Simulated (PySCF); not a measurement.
Si(OSiH3)(F)(Me)2 (C₂H₉FOSi₂), SMILES C[Si](C)(F)O[SiH3]. Coordinates come from a PBE-D3(BJ)/def2-SVP optimisation. Other conformers were not sampled.

### Question
Give the equilibrium geometry at PBE-D3(BJ)/def2-SVP (PySCF confirms it by a frequency run) as bond lengths and angles. (An estimate is asked for; the answer gives what the named calculation found.)

### Answer
This is not unique; one that fits is 
Atoms: C1 Si2 C3 F4 O5 Si6 H7 H8 H9 H10 H11 H12 H13 H14 H15. Bonds (Å): C1–Si2 1.864, C1–H7 1.109, C1–H8 1.108, C1–H9 1.109, Si2–C3 1.869, Si2–F4 1.647, Si2–O5 1.671, C3–H10 1.109, C3–H11 1.109, C3–H12 1.109, O5–Si6 1.675, Si6–H13 1.503, Si6–H14 1.508, Si6–H15 1.501. Bond angles (°): Si2–C1–H7 111.0, Si2–C1–H8 110.5, Si2–C1–H9 110.7, H7–C1–H8 108.3, H7–C1–H9 108.2, H8–C1–H9 108.0, C1–Si2–C3 114.8, C1–Si2–F4 108.6, C1–Si2–O5 108.1, C3–Si2–F4 107.4, C3–Si2–O5 110.5, F4–Si2–O5 107.1, Si2–C3–H10 110.8, Si2–C3–H11 110.9, Si2–C3–H12 111.0, H10–C3–H11 108.0, H10–C3–H12 107.9, H11–C3–H12 108.1, Si2–O5–Si6 140.0, O5–Si6–H13 110.6, O5–Si6–H14 110.8, O5–Si6–H15 108.0, H13–Si6–H14 109.0, H13–Si6–H15 109.3, H14–Si6–H15 109.1.
Charge 0, spin multiplicity 1.
